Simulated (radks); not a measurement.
The numbers below are computed, except where a source is named.
Q: Species: Hg2+. Configuration: [Kr] 4d10 4f14 5s1 5p6 5d10 6p1 (not the ground configuration). Code: a radial shooting solver on a logarithmic mesh with Libxc functionals. Model: Dirac Kohn-Sham, OLYP, spin-unpolarised, spherical densities, finite nucleus; open shells fill j = l - 1/2 first; Fermi nuclear charge, rms radius 5.4648 fm. Some entries of the table are withheld. Estimate them.

orbital  occ.  eigenvalue (eV)  <1/r> (bohr^-1)  r(max) (bohr)
1s1/2       2        -83019.21            97.49        0.01023
2s1/2       2        -14733.99            24.02        0.05937
2p1/2       2        -14143.20            23.98        0.04362
2p3/2       4        -12196.01            19.41        0.05111
3s1/2       2        -3519.422            8.815         0.1670
3p1/2       2        -3252.245              (1)         0.1558
3p3/2       4        -2820.777              (2)         0.1709
3d3/2       4        -2377.115            7.439            (3)
3d5/2       6        -2284.530            7.169            (4)
4s1/2       2              (5)            3.737         0.3762
4p1/2       2        -681.7311            3.628         0.3740
4p3/2       4        -577.3703            3.214         0.4052
4d3/2       4        -389.4007            3.015         0.3974
4d5/2       6        -369.8991            2.921         0.4069
5s1/2       1        -145.0628            1.536         0.8260
4f5/2       6              (6)            2.562            (7)
4f7/2       8              (8)            2.526            (9)
5p1/2       2        -106.7918            1.413         0.8691
5p3/2       4         -87.9635            1.262         0.9466
5d3/2       4         -35.4437           0.9752          1.116
5d5/2       6         -33.2853           0.9404          1.149
6s1/2       0         -25.4123           0.5623          2.007
6p1/2       1         -17.5784           0.4607          2.356
6p3/2       0         -15.6959           0.4117          2.622
6d3/2       0          -8.3078             (10)          4.242
6d5/2       0          -8.1767             (11)          4.330

A: 
(1) 3p1/2 <1/r> (bohr^-1): 8.731
(2) 3p3/2 <1/r> (bohr^-1): 7.538
(3) 3d3/2 r(max) (bohr): 0.1329
(4) 3d5/2 r(max) (bohr): 0.1371
(5) 4s1/2 eigenvalue (eV): -796.4950
(6) 4f5/2 eigenvalue (eV): -127.5647
(7) 4f5/2 r(max) (bohr): 0.3635
(8) 4f7/2 eigenvalue (eV): -123.3316
(9) 4f7/2 r(max) (bohr): 0.3681
(10) 6d3/2 <1/r> (bohr^-1): 0.2603
(11) 6d5/2 <1/r> (bohr^-1): 0.2562
